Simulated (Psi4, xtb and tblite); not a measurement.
Conformational energy of SMILES C([SeH])CC(C)(C)C (C₆H₁₄Se). Scanned: dihedral C5–C6–Se7–H21; all other coordinates were relaxed at GFN2-xTB. Points at φ and −φ are mirror images. Heavy atoms are numbered in the order of the SMILES CC(C)(C)CC[SeH], hydrogens after them in the order of the atoms that carry them; the mirror image has the same energies with the sign of each dihedral reversed.

- GFN2-xTB (xtb and tblite)
- PBE/def2-SVP // GFN2-xTB (Psi4)
- PBE-D3(BJ)/def2-SVP // GFN2-xTB (Psi4)

Energies relative to the lowest point of each profile, in kcal/mol:

```json
[
 {"φ / °": "-150", "GFN2-xTB": "1.31", "PBE/def2-SVP": "0.94"},
 {"φ / °": "-105", "GFN2-xTB": "1.10", "PBE/def2-SVP": "0.96"},
 {"φ / °": "-90", "GFN2-xTB": "0.60", "PBE/def2-SVP": "0.50"},
 {"φ / °": "-75", "GFN2-xTB": "0.17", "PBE/def2-SVP": "0.11"},
 {"φ / °": "0", "GFN2-xTB": "1.07", "PBE/def2-SVP": "1.32"},
 {"φ / °": "15", "GFN2-xTB": "0.91", "PBE/def2-SVP": "1.13"},
 {"φ / °": "60", "GFN2-xTB": "0.00", "PBE/def2-SVP": "0.00"},
 {"φ / °": "75", "GFN2-xTB": "0.17", "PBE/def2-SVP": "0.11"},
 {"φ / °": "90", "GFN2-xTB": "0.60", "PBE/def2-SVP": "0.50"},
 {"φ / °": "105", "GFN2-xTB": "1.10", "PBE/def2-SVP": "0.96"},
 {"φ / °": "165", "GFN2-xTB": "1.08", "PBE/def2-SVP": "0.66"},
 {"φ / °": "180", "GFN2-xTB": "0.98", "PBE/def2-SVP": "0.52"}
]
```

**Question.** Estimate the PBE-D3(BJ)/def2-SVP values at these points.

**Answer.** -150: 1.01; -105: 1.02; -90: 0.55; -75: 0.14; 0: 1.28; 15: 1.09; 60: 0.00; 75: 0.14; 90: 0.55; 105: 1.02; 165: 0.73; 180: 0.59 (kcal/mol).
